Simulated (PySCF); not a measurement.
**Spin-rotation constants: SMILES FC(F)[C@H]1CCCCN1, C6H11F2N**

Molfile (atoms numbered from 1):
```
C6H11F2N
     RDKit          3D

 20 20  0  0  0  0  0  0  0  0999 V2000
    2.8987    1.2157    0.7100 F   0  0  0  0  0  0  0  0  0  0  0  0
    2.2299    0.0336    0.7074 C   0  0  0  0  0  0  0  0  0  0  0  0
    3.0817   -0.8725    0.1713 F   0  0  0  0  0  0  0  0  0  0  0  0
    0.9492    0.1425   -0.1141 C   0  0  1  0  0  0  0  0  0  0  0  0
    0.2544   -1.2174   -0.2054 C   0  0  0  0  0  0  0  0  0  0  0  0
   -1.0523   -1.0716   -0.9794 C   0  0  0  0  0  0  0  0  0  0  0  0
   -1.9229   -0.0143   -0.3074 C   0  0  0  0  0  0  0  0  0  0  0  0
   -1.1537    1.3000   -0.2085 C   0  0  0  0  0  0  0  0  0  0  0  0
    0.0649    1.0811    0.5517 N   0  0  0  0  0  0  0  0  0  0  0  0
    2.0399   -0.2462    1.7534 H   0  0  0  0  0  0  0  0  0  0  0  0
    1.2341    0.4754   -1.1317 H   0  0  0  0  0  0  0  0  0  0  0  0
    0.0407   -1.5648    0.8069 H   0  0  0  0  0  0  0  0  0  0  0  0
    0.9154   -1.9365   -0.6906 H   0  0  0  0  0  0  0  0  0  0  0  0
   -1.5737   -2.0290   -1.0114 H   0  0  0  0  0  0  0  0  0  0  0  0
   -0.8366   -0.7691   -2.0071 H   0  0  0  0  0  0  0  0  0  0  0  0
   -2.1843   -0.3437    0.6990 H   0  0  0  0  0  0  0  0  0  0  0  0
   -2.8429    0.1401   -0.8724 H   0  0  0  0  0  0  0  0  0  0  0  0
   -0.9443    1.6766   -1.2253 H   0  0  0  0  0  0  0  0  0  0  0  0
   -1.7487    2.0486    0.3180 H   0  0  0  0  0  0  0  0  0  0  0  0
    0.5452    1.9624    0.7073 H   0  0  0  0  0  0  0  0  0  0  0  0
  1  2  1  0
  2  3  1  0
  2  4  1  0
  4  5  1  0
  5  6  1  0
  6  7  1  0
  7  8  1  0
  8  9  1  0
  9  4  1  0
  2 10  1  0
  4 11  1  6
  5 12  1  0
  5 13  1  0
  6 14  1  0
  6 15  1  0
  7 16  1  0
  7 17  1  0
  8 18  1  0
  8 19  1  0
  9 20  1  0
M  END
```

Method used: PySCF 2.14.0, GIAO LDA/6-31G* magnetisability, rotational g tensor and spin-rotation constants, non-relativistic, gas phase. Geometry: GFN2-xTB.

**Question.** Give the nuclear spin-rotation constants along the inertial axes (H = +C I·J) beside the isotropic shieldings.

**Answer.** Rotational constants 3.1528, 1.0658, 0.8431 GHz. A star marks the isotopologue with that one atom substituted, in its own axes.
```csv
atom,isotope,Caa (kHz),Cbb (kHz),Ccc (kHz),mean (kHz),σ (ppm)
F1,19F,2.820,0.852,0.756,1.476,320.1
F3,19F,2.735,0.791,0.823,1.450,320.4
N9,14N,0.181,0.052,0.040,0.091,209.5
H10,1H,-0.281,-0.115,0.065,-0.111,25.7
H11,1H,-0.309,-0.131,0.040,-0.133,28.9
H12,1H,-0.360,-0.123,0.024,-0.153,30.6
H13,1H,-0.260,-0.007,-0.087,-0.118,30.0
H14,1H,-0.235,-0.017,-0.083,-0.112,29.9
H15,1H,-0.366,-0.120,0.025,-0.154,30.5
H16,1H,-0.347,-0.123,0.026,-0.148,30.2
H17,1H,0.056,-0.121,-0.085,-0.050,30.3
H18,1H,-0.345,-0.106,0.034,-0.139,28.8
H19,1H,-0.257,0.008,-0.078,-0.109,28.6
H20,1H,-0.270,-0.018,-0.102,-0.130,30.7
C2,13C*,0.893,0.299,0.259,0.484,68.9
C4,13C*,0.673,0.225,0.151,0.350,129.7
C5,13C*,0.501,0.167,0.110,0.259,164.5
C6,13C*,0.486,0.159,0.107,0.251,167.4
C7,13C*,0.491,0.165,0.106,0.254,166.0
C8,13C*,0.517,0.220,0.136,0.291,144.7
```
For the geometry as given, no vibrational averaging.
